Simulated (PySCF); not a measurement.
## Trend along the fifth-period p block: MIn molecules

CCSD(T) with double-zeta basis sets in PySCF, for the lowest determinant that a PBE0 search found; no spin–orbit coupling. De refers to high-spin ground-configuration atoms.

| M | basis | reference, frozen orbitals | state (unpaired electrons) | Re (Å) | ωe (cm⁻¹) | De (eV) |
| --- | --- | --- | --- | --- | --- | --- |
| In | def2-SVP | UHF, 8 | triplet (σ ↑, π ↑) | 3.055 | 120 | 1.07 |
| Sn | def2-SVP | UHF, 8 | quartet (σ ↑, π ↑↑) | 2.874 | 150 | 1.79 |
| Sb | def2-SVP | UHF, 8 | triplet (π ↑↑) | 2.985 | 142 | 1.25 |
| I | def2-SVP | RHF, 8 | singlet (closed shell) | 2.796 | 179 | 3.34 |

The shortest bond is that of InI (2.796 Å), the longest that of In2 (3.055 Å). InI is bound most strongly (3.34 eV) and In2 least (1.07 eV).

The state changes along the series, so neighbouring rows are not always alike in their bonding.

Correlated steps freeze 8 core orbitals. Correlated levels converge slowly with the basis: in double zeta they bind strong bonds too weakly, by up to about 1 eV, and carry superposition errors of some tenths. Spin–orbit coupling is left out, which matters for elements this heavy, above all for dissociation energies. Where the molecule has an RHF reference, its open-shell atoms are computed with UHF. States were picked by a PBE0 search and need not be the measured ground states.
